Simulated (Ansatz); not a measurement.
Geometry optimisation, Ansatz, UHF/def2-SVP.

Input:

```yaml
crystal:
  periodic: [false, false, false]
  atoms:
    - { symbol: Zr, position_ang: [0.000493, 0.0, -0.089848] }
    - { symbol: F, position_ang: [0.000265, 0.0, 1.850053] }
    - { symbol: Cl, position_ang: [2.22054, 0.0, -0.857986] }
    - { symbol: Cl, position_ang: [-1.10934, 1.922575, -0.858438] }
    - { symbol: Cl, position_ang: [-1.10934, -1.922575, -0.858438] }
    - { symbol: Cl, position_ang: [-1.8e-05, 0.0, 4.557058] }
magnetization:
  spin_polarized: true
  initial_magnetization: 1
basis:
  gaussian: { orbitals: def2-SVP }
hamiltonian:
  xc: hf
relax:
  f_tol: 0.03
  max_steps: 50
```

Run as:

```bash
$ ansatz run input.yaml --threads 4 --pin off --max-ram 5120MiB --backend cpu --events-out ev --progress --plain --runs-dir out
```

Where does it end, and by what steps?

The run converged. After 5 steps the energy has fallen by 0.068 eV; Cl6 moved furthest, 0.30 Å.

```
step  energy less start (eV)  largest force component (eV/Å)  accepted
   0                  0.0000                           1.490       yes
   1                 -0.0482                           0.167       yes
   2                 -0.0626                           0.083       yes
   3                 -0.0672                           0.045       yes
   4                 -0.0679                           0.077       yes
   5                 -0.0684                           0.015       yes
```

```xyz
6
Properties=species:S:1:pos:R:3
Zr 0.001 0.000 -0.146
F 0.000 0.000 1.740
Cl 2.229 0.000 -0.901
Cl -1.114 1.930 -0.901
Cl -1.114 -1.930 -0.901
Cl 0.000 0.000 4.853
```

Whether the end is a true minimum wasn't checked by a vibrational analysis.

Run time: 26 s on 4 threads of Arm Neoverse V1 (shared host), peak memory 0.48 GiB.
